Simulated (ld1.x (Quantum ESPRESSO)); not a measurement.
## Pseudopotential generation for tellurium: TM, PBE, scalar-relativistic.

ld1.x (Quantum ESPRESSO) 7.5 was run on this input:

```
&input
   title='Te', zed=52., rel=1, dft='PBE', iswitch=3,
   config='[Kr] 4d10 5s2 5p3 5d-2',
   nld=3, rlderiv=2.00, eminld=-4.0, emaxld=5.0, deld=0.02
 /
 &inputp
   pseudotype=2, tm=.true., lloc=-1, rcloc=1.70,
   nlcc=.false.,
   file_pseudopw='Te.UPF', file_wfcaegen='ae.wfc', file_wfcncgen='nc.wfc', file_beta='beta', file_chi='chi'
 /
3
5S  1  0   2.00   0.00  1.60  1.60  0.0
5P  2  1   3.00   0.00  1.85  1.85  0.0
5D  3  2  -2.00   0.40  1.75  1.75  0.0
 &test
   configts(1)='5s2 5p3'
 /
```

Command:

```bash
ld1.x < Te.in > Te.out
```

The program printed (shortened: banner, matrices, multipoles, cross overlaps and the repeated all-electron block are left out):

```
Program LD1 v.7.5
     --------------------------- All-electron run ----------------------------

     Te
     scalar relativistic calculation

     atomic number is 52.00
     dft =PBE   lsd =0 sic =0 latt =0  beta=0.20 tr2=1.0E-14
     Exchange-correlation= PBE
                           (   1   4   3   4   0   0   0)
     mesh =1245 r(mesh) =  99.36066 a.u. xmin = -7.00 dx = 0.01250
     1 Ry =  13.60569312 eV, c = 137.03599908

     n l     nl                  e(Ry)          e(Ha)          e(eV)
     1 0     1S 1( 2.00)     -2325.3839     -1162.6919    -31638.4591
     2 0     2S 1( 2.00)      -357.1633      -178.5816     -4859.4538
     2 1     2P 1( 6.00)      -320.6826      -160.3413     -4363.1094
     3 0     3S 1( 2.00)       -71.6120       -35.8060      -974.3303
     3 1     3P 1( 6.00)       -59.7547       -29.8774      -813.0047
     4 0     4S 1( 2.00)       -12.7477        -6.3738      -173.4413
     4 1     4P 1( 6.00)        -9.0740        -4.5370      -123.4586
     3 2     3D 1(10.00)       -41.8315       -20.9157      -569.1459
     4 2     4D 1(10.00)        -3.7247        -1.8623       -50.6768
     5 0     5S 1( 2.00)        -1.7230        -0.8615       -23.4427
     5 1     5P 1( 3.00)        -1.0056        -0.5028       -13.6825

     final scf error:  4.4E-15 reached in  23 iterations

     Etot =  -13588.254684 Ry,   -6794.127342 Ha, -184877.623306 eV

     Ekin =   14237.474408 Ry,    7118.737204 Ha,  193710.707636 eV
     Encl =  -32837.559561 Ry,  -16418.779781 Ha, -446777.758296 eV
     Eh   =    5362.341150 Ry,    2681.170575 Ha,   72958.368114 eV
     Exc  =    -350.510681 Ry,    -175.255340 Ha,   -4768.940760 eV

     normalization and overlap integrals

     s(1S/1S) =  1.000000  <r> =   0.0278  <r2> =    0.0010  r(max) =   0.0178
     s(2S/2S) =  1.000000  <r> =   0.1198  <r2> =    0.0169  r(max) =   0.1014
     s(2P/2P) =  1.000000  <r> =   0.1048  <r2> =    0.0134  r(max) =   0.0810
     s(3S/3S) =  1.000000  <r> =   0.3221  <r2> =    0.1186  r(max) =   0.2934
     s(3P/3P) =  1.000000  <r> =   0.3202  <r2> =    0.1189  r(max) =   0.2861
     s(4S/4S) =  1.000000  <r> =   0.7646  <r2> =    0.6607  r(max) =   0.7038
     s(4P/4P) =  1.000000  <r> =   0.8210  <r2> =    0.7686  r(max) =   0.7399
     s(3D/3D) =  1.000000  <r> =   0.2968  <r2> =    0.1043  r(max) =   0.2372
     s(4D/4D) =  1.000000  <r> =   0.9704  <r2> =    1.1066  r(max) =   0.8076
     s(5S/5S) =  1.000000  <r> =   2.0317  <r2> =    4.6626  r(max) =   1.7749
     s(5P/5P) =  1.000000  <r> =   2.4821  <r2> =    7.0276  r(max) =   2.1144

     ------------------------ End of All-electron run ------------------------

     --------------------- Generating NC pseudopotential ---------------------

      Generating local potential from pseudized AE potential:
      Matching radius rcloc =   1.7000

      Local pseudo, rcloc= 1.688 Estimated cut-off energy=     8.48 Ry

      Wfc   5S  rcut= 1.606  Using Troullier-Martins method

      Wfc   5P  rcut= 1.866  Using Troullier-Martins method

      Wfc   5D  rcut= 1.731  Using Troullier-Martins method

     ------------------- End of pseudopotential generation -------------------

     Computing logarithmic derivative in   1.99876
     Computing logarithmic derivative in   1.99876
     Computing the partial wave expansion
     R is outside the sphere for l=    0 j= 0.00
     R is outside the sphere for l=    1 j= 0.00
     R is outside the sphere for l=    2 j= 0.00

     ---------------------- Testing the pseudopotential ----------------------

     Te
     scalar relativistic calculation

     atomic number is 52.00   valence charge is  6.00
     dft =PBE   lsd =0 sic =0 latt =0  beta=0.20 tr2=1.0E-14
     mesh =1245 r(mesh) =  99.36066 xmin = -7.00 dx = 0.01250

     n l     nl             e AE (Ry)        e PS (Ry)    De AE-PS (Ry)
     1 0     5S   1( 2.00)       -1.72300       -1.72301        0.00000
     2 1     5P   1( 3.00)       -1.00564       -1.00564       -0.00000

     eps = 1.7E-15  iter =  6

     Etot =  -13588.254684 Ry,   -6794.127342 Ha, -184877.623306 eV
     Etotps =   -15.399198 Ry,      -7.699599 Ha,    -209.516762 eV

     Ekin =       4.166876 Ry,       2.083438 Ha,      56.693230 eV
     Encl =     -30.422993 Ry,     -15.211496 Ha,    -413.925906 eV
     Ehrt =       9.764816 Ry,       4.882408 Ha,     132.857094 eV
     Ecxc =      -2.844227 Ry,      -1.422114 Ha,     -38.697682 eV
     Epseu=       3.936330 Ry,       1.968165 Ha,      53.556502 eV

     ---------------------- End of pseudopotential test ----------------------
```

Note: ghost states, extra bound levels that the all-electron valence spectrum of the same l lacks: d at -478.6 eV, s at -40.3 eV. A true bound ghost makes a file unfit for plane-wave use.

Generation and configuration tests took about 1.2 s on one core of a shared server CPU.

Transferability test of the new file with ld1.x, input:

```
&input
   title='Te', zed=52., rel=1, dft='PBE', iswitch=2,
   config='[Kr] 4d10 5s2 5p3 5d-2'
 /
 &test
   file_pseudo='Te.UPF', nconf=8,
   configts(1)='5s2 5p3',
   configts(2)='5s2 5p4',
   configts(3)='5s2 5p2',
   configts(4)='5s2 5p1',
   configts(5)='5s0 5p6',
   configts(6)='5s2 5p4.3',
   configts(7)='5s2 5p0',
   configts(8)='5s1 5p4'
 /
```

```bash
ld1.x < Te.test.in > Te.test.out
```

Pseudopotential blocks of its output, shortened (energy terms left out):

```
     ---------------------- Testing the pseudopotential ----------------------

     n l     nl             e AE (Ry)        e PS (Ry)    De AE-PS (Ry)
     1 0     5S   1( 2.00)       -1.72300       -1.72301        0.00000
     2 1     5P   1( 3.00)       -1.00564       -1.00564       -0.00000

     eps = 7.0E-15  iter =  5

     Etot =  -13588.254684 Ry,   -6794.127342 Ha, -184877.623306 eV
     Etotps =   -15.399198 Ry,      -7.699599 Ha,    -209.516759 eV

     ---------------------- End of pseudopotential test ----------------------

          ---------------------- Testing the pseudopotential ----------------------

     n l     nl             e AE (Ry)        e PS (Ry)    De AE-PS (Ry)
     1 0     5S   1( 2.00)       -1.11044       -1.11079        0.00035
     2 1     5P   1( 4.00)       -0.43754       -0.43772        0.00018

     eps = 5.4E-15  iter = 21

     Etot =  -13588.969734 Ry,   -6794.484867 Ha, -184887.352059 eV
     Etotps =   -16.114477 Ry,      -8.057238 Ha,    -219.248623 eV
     dEtot_ae =      -0.715050 Ry
     dEtot_ps =      -0.715279 Ry,   Delta E=       0.000229 Ry

     ---------------------- End of pseudopotential test ----------------------

          ---------------------- Testing the pseudopotential ----------------------

     n l     nl             e AE (Ry)        e PS (Ry)    De AE-PS (Ry)
     1 0     5S   1( 2.00)       -2.40445       -2.40452        0.00007
     2 1     5P   1( 2.00)       -1.63930       -1.63987        0.00057

     eps = 9.8E-15  iter = 30

     Etot =  -13586.937253 Ry,   -6793.468626 Ha, -184859.698745 eV
     Etotps =   -14.081217 Ry,      -7.040609 Ha,    -191.584718 eV
     dEtot_ae =       1.317431 Ry
     dEtot_ps =       1.317981 Ry,   Delta E=      -0.000550 Ry

     ---------------------- End of pseudopotential test ----------------------

          ---------------------- Testing the pseudopotential ----------------------

     n l     nl             e AE (Ry)        e PS (Ry)    De AE-PS (Ry)
     1 0     5S   1( 2.00)       -3.13782       -3.13808        0.00026
     2 1     5P   1( 1.00)       -2.32305       -2.32487        0.00182

     eps = 6.4E-15  iter = 34

     Etot =  -13584.960316 Ry,   -6792.480158 Ha, -184832.801151 eV
     Etotps =   -12.102549 Ry,      -6.051274 Ha,    -164.663561 eV
     dEtot_ae =       3.294368 Ry
     dEtot_ps =       3.296649 Ry,   Delta E=      -0.002282 Ry

     ---------------------- End of pseudopotential test ----------------------

          ---------------------- Testing the pseudopotential ----------------------

     n l     nl             e AE (Ry)        e PS (Ry)    De AE-PS (Ry)
     1 0     5S   1( 0.00)       -1.21726       -1.21520       -0.00206
     2 1     5P   1( 6.00)       -0.51619       -0.51558       -0.00060

     eps = 1.0E-15  iter = 10

     Etot =  -13587.595200 Ry,   -6793.797600 Ha, -184868.650577 eV
     Etotps =   -14.741170 Ry,      -7.370585 Ha,    -200.563833 eV
     dEtot_ae =       0.659483 Ry
     dEtot_ps =       0.658028 Ry,   Delta E=       0.001456 Ry

     ---------------------- End of pseudopotential test ----------------------

          ---------------------- Testing the pseudopotential ----------------------

     n l     nl             e AE (Ry)        e PS (Ry)    De AE-PS (Ry)
     1 0     5S   1( 2.00)       -0.94445       -0.94492        0.00047
     2 1     5P   1( 4.30)       -0.28375       -0.28404        0.00029

     eps = 9.6E-16  iter = 21

     Etot =  -13589.077671 Ry,   -6794.538835 Ha, -184888.820609 eV
     Etotps =   -16.222515 Ry,      -8.111258 Ha,    -220.718565 eV
     dEtot_ae =      -0.822987 Ry
     dEtot_ps =      -0.823318 Ry,   Delta E=       0.000331 Ry

     ---------------------- End of pseudopotential test ----------------------

          ---------------------- Testing the pseudopotential ----------------------

     n l     nl             e AE (Ry)        e PS (Ry)    De AE-PS (Ry)
     1 0     5S   1( 2.00)       -3.91293       -3.90953       -0.00339
     2 1     5P   1( 0.00)       -3.04765       -3.04746       -0.00018

     eps = 9.0E-15  iter = 40

     Etot =  -13582.278844 Ry,   -6791.139422 Ha, -184796.317860 eV
     Etotps =    -9.418885 Ry,      -4.709443 Ha,    -128.150462 eV
     dEtot_ae =       5.975840 Ry
     dEtot_ps =       5.980313 Ry,   Delta E=      -0.004472 Ry

     ---------------------- End of pseudopotential test ----------------------

          ---------------------- Testing the pseudopotential ----------------------

     n l     nl             e AE (Ry)        e PS (Ry)    De AE-PS (Ry)
     1 0     5S   1( 1.00)       -1.78038       -1.77844       -0.00194
     2 1     5P   1( 4.00)       -1.05093       -1.05032       -0.00061

     eps = 5.9E-15  iter = 32

     Etot =  -13587.531278 Ry,   -6793.765639 Ha, -184867.780870 eV
     Etotps =   -14.676391 Ry,      -7.338196 Ha,    -199.682476 eV
     dEtot_ae =       0.723406 Ry
     dEtot_ps =       0.722806 Ry,   Delta E=       0.000599 Ry

     ---------------------- End of pseudopotential test ----------------------
```
